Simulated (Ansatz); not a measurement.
A CCSD(T) single point on H7OPSi2, SMILES `O[SiH]([SiH3])P`.

```yaml
crystal:
  periodic: [false, false, false]
  atoms:
    - {symbol: O, position_ang: [-0.814579, 1.743671, -0.866826]}
    - {symbol: Si, position_ang: [-0.476884, 0.589308, 0.268572]}
    - {symbol: Si, position_ang: [1.723906, -0.094965, -0.109962]}
    - {symbol: P, position_ang: [-1.974747, -1.098190, 0.136039]}
    - {symbol: H, position_ang: [-1.701449, 2.108838, -0.874657]}
    - {symbol: H, position_ang: [-0.637891, 1.124767, 1.654260]}
    - {symbol: H, position_ang: [2.691490, 1.031457, -0.017170]}
    - {symbol: H, position_ang: [1.829531, -0.718379, -1.456521]}
    - {symbol: H, position_ang: [2.076620, -1.115390, 0.914992]}
    - {symbol: H, position_ang: [-1.266016, -1.831551, -0.852188]}
    - {symbol: H, position_ang: [-1.384582, -1.796467, 1.224064]}
basis:
  gaussian: {orbitals: def2-TZVPP}
correlation: {method: ccsd_t}
```

```sh
$ ansatz run in.yaml --threads 4 --pin off --events-out ev --progress --plain --max-ram 10444MiB
```

Output of Ansatz, abridged:

```
Functional definition: HF
1464 factors; integrals over basis functions are off by at most 8.7e-4 eV
mean field evaluation 1: about -27143.7321 eV, gradient 3.7e1 eV
mean field evaluation 2: about -27144.0620 eV, gradient 3.7e1 eV
mean field evaluation 4: about -27147.5022 eV, gradient 3.9e0 eV
mean field evaluation 8: about -27147.5950 eV, gradient 2.1e-1 eV
mean field evaluation 16: about -27147.5953 eV, gradient 1.4e-6 eV
mean field -27147.59532227 eV, -997.6557267924 hartree, gradient 1.4e-6 eV, S^2 0.000000; 0 other end points of the search recorded, 0 dependent functions left out
16 core orbitals not correlated: weight in the atoms' cores, before any rotation towards them, 1.000 or more for the frozen orbitals, at most 0.000 for the correlated occupied ones
reference -27147.59532227 eV, -997.6557267924 hartree; 13, 13 occupied and 226, 226 virtual orbitals, 1464 factors
second order -17.68905261 eV of doubles, -0.00000000 eV of singles
cycle   1  -18.70021387 eV  change    -1.0e0 eV  update   1.0e-1
cycle   2  -19.25839611 eV  change   -5.6e-1 eV  update   3.3e-2
cycle   3  -19.35569112 eV  change   -9.7e-2 eV  update   1.6e-2
cycle   4  -19.34667664 eV  change    9.0e-3 eV  update   4.1e-3
cycle   5  -19.34484795 eV  change    1.8e-3 eV  update   1.6e-3
cycle   6  -19.34467405 eV  change    1.7e-4 eV  update   5.0e-4
cycle   7  -19.34437406 eV  change    3.0e-4 eV  update   1.8e-4
cycle   8  -19.34438843 eV  change   -1.4e-5 eV  update   6.5e-5
cycle   9  -19.34441770 eV  change   -2.9e-5 eV  update   2.5e-5
perturbative correction -0.73160863 eV, -0.0268861212 hartree
Total energy: -27167.67134860 eV, -998.3935071521 hartree
```

It took 84 s on 4 threads of an Arm Neoverse V2 on a shared host, with 5.1 GiB of host memory at the peak.

MP2 recovers 88.1 % of the CCSD(T) correlation energy and the triples give 3.6 %; T1 = 0.0135.
